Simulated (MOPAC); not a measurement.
Potential energy surface of H3 (cation, charge +1), singlet: map of symmetric stretch and bend. Scanned: H-H bond length and H-H-H angle.

Cartesian coordinates as functions of the variables (Å; names that start with a are angles):
```
H  0  0  0
H  r*sin(a/2)  0  r*cos(a/2)
H  -r*sin(a/2)  0  r*cos(a/2)
```

Level of theory: PM6, restricted, heats of formation run with MOPAC.

Energy in kJ/mol above the lowest grid point; x is the H-H bond length (Å), y the H-H-H angle (°).

| y \ x | 0.74 | 0.77 | 0.84 | 0.87 | 0.91 | 0.96 | 1.01 | 1.04 | 1.09 | 1.13 | 1.17 |
|---|---|---|---|---|---|---|---|---|---|---|---|
| 180 | 181.2 | 162.5 | 149.9 | 155.1 | 169.6 | 197.5 | 233.5 | 258.1 | 302.7 | 340.7 | 380.1 |
| 171.32 | 180.4 | 161.7 | 149.2 | 154.4 | 169.0 | 197.0 | 233.1 | 257.7 | 302.3 | 340.4 | 379.9 |
| 161.34 | 177.5 | 158.8 | 146.5 | 151.9 | 166.7 | 194.9 | 231.3 | 256.1 | 301.0 | 339.3 | 378.9 |
| 151.82 | 172.6 | 154.0 | 142.0 | 147.6 | 162.7 | 191.4 | 228.2 | 253.3 | 298.6 | 337.2 | 377.1 |
| 139.96 | 163.5 | 144.8 | 133.2 | 139.1 | 154.8 | 184.2 | 221.9 | 247.5 | 293.6 | 332.8 | 373.2 |
| 132.27 | 155.7 | 136.8 | 125.3 | 131.5 | 147.5 | 177.6 | 216.0 | 241.9 | 288.7 | 328.4 | 369.3 |
| 119.79 | 139.9 | 120.3 | 108.4 | 114.7 | 131.3 | 162.4 | 202.0 | 228.7 | 276.8 | 317.6 | 359.6 |
| 110.12 | 125.3 | 104.5 | 91.2 | 97.4 | 114.2 | 145.8 | 186.2 | 213.6 | 262.9 | 304.7 | 347.7 |
| 98.68 | 107.1 | 83.7 | 66.5 | 71.8 | 87.9 | 119.4 | 160.5 | 188.5 | 239.0 | 282.0 | 326.2 |
| 92.10 | 97.5 | 71.8 | 50.6 | 54.7 | 69.8 | 100.6 | 141.5 | 169.6 | 220.6 | 264.1 | 309.0 |
| 82.33 | 88.5 | 57.5 | 26.9 | 28.1 | 40.0 | 68.1 | 107.4 | 135.0 | 185.7 | 229.5 | 275.0 |
| 70 | 99.2 | 57.4 | 6.0 | 0.0 | 3.8 | 23.8 | 57.0 | 81.7 | 129.0 | 171.0 | 215.4 |

Points that lie below all their neighbours on the grid: x = 0.87, y = 70 on the edge of the grid (0.0 kJ/mol).
